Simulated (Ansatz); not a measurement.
```yaml
crystal:
  periodic: [false, false, false]
  atoms:
    - {symbol: F, position_ang: [-1.878070, 0.890374, 2.050694]}
    - {symbol: Ge, position_ang: [-0.199383, 0.578653, 1.717160]}
    - {symbol: C, position_ang: [0.856076, -1.184277, 0.549662]}
    - {symbol: B, position_ang: [0.411663, 0.053313, -0.076197]}
    - {symbol: Si, position_ang: [-0.263880, 0.604171, -1.862865]}
    - {symbol: H, position_ang: [0.344371, 0.168326, 3.100976]}
    - {symbol: H, position_ang: [1.302143, -1.311871, 1.539297]}
    - {symbol: H, position_ang: [0.795777, -2.137215, 0.022254]}
    - {symbol: H, position_ang: [-1.657437, 1.121458, -1.782795]}
    - {symbol: H, position_ang: [0.588763, 1.694250, -2.413920]}
    - {symbol: H, position_ang: [-0.234623, -0.534281, -2.823667]}
basis:
  gaussian: {orbitals: x2c-TZVPPall}
magnetization: {spin_polarized: true, initial_magnetization: 0}
hamiltonian: {xc: {name: RPBE}, pseudopotentials: {relativity: none}}
output: {forces: true}
```

```sh
$ ansatz run in.yaml --threads 4 --pin off --events-out ev --progress --plain --max-ram 10444MiB
```

It prints (some lines left out):

```
Functional definition: RPBE
1542 factors; their error is unknown
mean field evaluation 1: about -68647.1369 eV, gradient 5.7e1 eV
mean field evaluation 2: about -68564.1269 eV, gradient 1.2e2 eV
mean field evaluation 4: about -68659.4316 eV, gradient 2.6e1 eV
mean field evaluation 8: about -68662.2512 eV, gradient 2.5e-1 eV
mean field evaluation 16: about -68662.2259 eV, gradient 4.0e-3 eV
mean field -68662.22585885 eV, -2523.2902593844 hartree, gradient 1.5e-5 eV, S^2 0.000000; 0 other end points of the search recorded, 0 dependent functions left out
reference -68662.22590620 eV, -2523.2902611246 hartree; 36, 36 occupied and 231, 231 virtual orbitals, 1542 factors
WARN: the results are in doubt because the basis set is contracted for relativity, which is off
Total energy: -68662.22590620 eV, -2523.2902611246 hartree
Atom 0 at    -1.878070     0.890374     2.050694 Å, force    -0.738337     0.140503     0.140137 eV/Å
Atom 1 at    -0.199383     0.578653     1.717160 Å, force     0.681643    -0.054182     0.081928 eV/Å
Atom 2 at     0.856076    -1.184277     0.549662 Å, force     0.126251    -0.232718     0.091013 eV/Å
Atom 3 at     0.411663     0.053313    -0.076197 Å, force    -0.095112     0.366319    -0.043012 eV/Å
Atom 4 at    -0.263880     0.604171    -1.862865 Å, force     0.011620    -0.009806     0.010809 eV/Å
Atom 5 at     0.344371     0.168326     3.100976 Å, force    -0.019823     0.032908    -0.112433 eV/Å
Atom 6 at     1.302143    -1.311871     1.539297 Å, force     0.122187    -0.078638     0.199578 eV/Å
Atom 7 at     0.795777    -2.137215     0.022254 Å, force    -0.006240    -0.248729    -0.111974 eV/Å
Atom 8 at    -1.657437     1.121458    -1.782795 Å, force    -0.190526     0.077666    -0.014340 eV/Å
Atom 9 at     0.588763     1.694250    -2.413920 Å, force     0.107724     0.152900    -0.090613 eV/Å
Atom 10 at    -0.234623    -0.534281    -2.823667 Å, force     0.000613    -0.146222    -0.151094 eV/Å
Dipole moment:     0.316269    -0.112621     0.263141 e Å
In doubt: the basis set is contracted for relativity, which is off
```

It took 6.5 s on 4 threads of an Arm Neoverse V1 on a shared host, with 0.53 GiB of host memory at the peak.
